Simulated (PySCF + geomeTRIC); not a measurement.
Species: H5Si2, SMILES `[SiH2][SiH3]` (charge 0, multiplicity 2).

Task: Give a relaxed geometry from PBE0-D4/def2-TZVP in PySCF + geomeTRIC.

Result: the end point of this relaxation (outside a Z-matrix the atoms follow the SMILES, hydrogens last).
Bonds (Å): Si1–Si2 2.324, Si1–H3 1.489, Si1–H4 1.489, Si2–H5 1.487, Si2–H6 1.487, Si2–H7 1.490. Angles (°): Si2–Si1–H3 114.5, Si2–Si1–H4 114.5, H3–Si1–H4 109.9, Si1–Si2–H5 109.0, Si1–Si2–H6 109.0, Si1–Si2–H7 112.7, H5–Si2–H6 109.1, H5–Si2–H7 108.5, H6–Si2–H7 108.5.
